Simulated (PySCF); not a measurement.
# A search over the determinants of PbBr

Unrestricted PBE0; basis Pb cc-pVDZ-PP with ECP60, Br cc-pVDZ-PP with ECP10; scalar-relativistic core potentials; PySCF 2.14. Outer shells of the fragments: Pb 5d10 6s2 6p2; Br 3d10 4s2 4p5.

Followed along the bond (rough minima from three points):

```csv
2Ms+1,unpaired,⟨S²⟩ at the start,R at minimum (Å),Te (eV)
2,π ↑,0.75,2.64,0.00
4,"σ ↑, π ↑↑",3.76,none in the scan,≤ 3.42
```

Solutions found at the starting distance of 2.510 Å, counted from the lowest of them; the search is not exhaustive and high or unbound solutions are not listed, so other states can lie among these:

```json
{"2Ms+1": "2", "unpaired": "π ↑", "term": "²Π", "E (eV)": "0.00", "⟨S²⟩": "0.75", "⟨Lz²⟩": "1.00", "μ (D)": "-2.96"}
{"2Ms+1": "2", "unpaired": "σ ↑", "term": "²Σ⁺", "E (eV)": "2.42", "⟨S²⟩": "0.75", "⟨Lz²⟩": "0.00", "μ (D)": "-2.39"}
{"2Ms+1": "4", "unpaired": "σ ↑, π ↑↑", "term": "⁴Σ⁻", "E (eV)": "3.71", "⟨S²⟩": "3.76", "⟨Lz²⟩": "0.00", "μ (D)": "0.13"}
{"2Ms+1": "2", "unpaired": "σ ↓, π ↑↑", "term": "mixed", "E (eV)": "4.13", "⟨S²⟩": "1.76", "⟨Lz²⟩": "0.00", "μ (D)": "0.60"}
{"2Ms+1": "4", "unpaired": "π ↑↑↑", "term": "⁴Π", "E (eV)": "4.18", "⟨S²⟩": "3.76", "⟨Lz²⟩": "1.00", "μ (D)": "3.02"}
{"2Ms+1": "2", "unpaired": "π ↑↑↓", "term": "mixed", "E (eV)": "4.48", "⟨S²⟩": "1.76", "⟨Lz²⟩": "3.01", "μ (D)": "3.03"}
```

A term symbol is given only where ⟨S²⟩ and ⟨Lz²⟩ are close to those of a pure state; real π, δ and φ orbitals otherwise mix terms. A positive dipole means Pb(−)Br(+).

These are scalar-relativistic numbers at best; spin–orbit coupling would shift them, the dissociation energy most. Counting both spins, an empty level lies below a filled one in some of these solutions, because spin and occupation are held.
